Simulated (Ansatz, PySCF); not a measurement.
Pair of molecules: GeH4 (SMILES [GeH4]) (first 5 atoms) with H2Se (SMILES [SeH2]); geometry from B3LYP-D3(BJ)/def2-TZVP, rigid monomers moved along the line of their centres of mass till Ge1···Se6 is 5.54 Å.
(charge 0, multiplicity 1):
| atom | x (Å) | y (Å) | z (Å) |
|---|---|---|---|
| Ge | 0.1106 | 0.0508 | -0.0842 |
| H | -1.4039 | 0.0294 | 0.1566 |
| H | 0.3907 | 0.1205 | -1.5951 |
| H | 0.7436 | -1.2294 | 0.4827 |
| H | 0.7323 | 1.2743 | 0.6033 |
| Se | -0.1766 | -1.0200 | 5.3474 |
| H | -0.3794 | -0.0092 | 6.3966 |
| H | 1.1825 | -0.5257 | 5.0851 |

Interaction energies are E(AB) − E(A) − E(B) at the monomers' geometry in the complex; basis-set methods are counterpoise corrected.

Cores are frozen in the correlated methods. Filled d and f shells under p-block atoms count as core. CBS: X⁻³ extrapolation of the correlation energy, Hartree–Fock from the larger set.

The values were computed with Ansatz (Gaussian orbitals); PySCF for the dispersion terms. Each number belongs to the level named beside it.

PBE/def2-TZVPPD gives -0.6 kJ/mol for the interaction energy.

### Question
How do the other levels lie against it? Give each less PBE: PBE-D3(BJ)/def2-TZVPPD, r2SCAN/def2-TZVPPD, PBE0/def2-TZVPPD, wB97M-V/def2-TZVPPD, MP2/CBS(aug-cc-pVDZ, aug-cc-pVTZ), MP2/CBS(aug-cc-pVDZ, aug-cc-pVTZ) + ΔCCSD(T)/aug-cc-pVDZ.

### Answer
PBE-D3(BJ)/def2-TZVPPD -0.9; r2SCAN/def2-TZVPPD 0.1; PBE0/def2-TZVPPD 0.1; wB97M-V/def2-TZVPPD -0.5; MP2/CBS(aug-cc-pVDZ, aug-cc-pVTZ) -0.6; MP2/CBS(aug-cc-pVDZ, aug-cc-pVTZ) + ΔCCSD(T)/aug-cc-pVDZ -0.6 kJ/mol. 2 of 6 lie above PBE; the widest gap is to PBE-D3(BJ)/def2-TZVPPD.

Ansatz is a first-principles code.
